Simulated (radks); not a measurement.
The numbers below are computed, except where a source is named.
The neodymium ion Nd58+, [He]. Level of theory: non-relativistic Kohn-Sham, PBE, spin-polarised, spherical densities, point nucleus (a radial shooting solver on a logarithmic mesh with Libxc functionals). Every spin shell is full or empty, so the densities are truly spherical. Functionals are evaluated on that one density, not self-consistently. Rank these orbital-free kinetic functionals by their error against the exact value of the orbitals, and give that value: Thomas-Fermi, TF + vW/9, TF + vW/5, LC94, Perdew 92, Thakkar, Pearson, LKT, PG1, Ernzerhof.

Answer. Exact: 3561.84 hartree. From best to worst, with 100 (|E| - |E exact|)/|E exact| (equal figures are ties): Pearson -2.26, LC94 +2.32, Thakkar +2.51, TF + vW/9 +2.83, Perdew 92 +2.86, Ernzerhof +6.80, Thomas-Fermi -8.28, TF + vW/5 +11.72, PG1 +55.41, LKT +62.72.
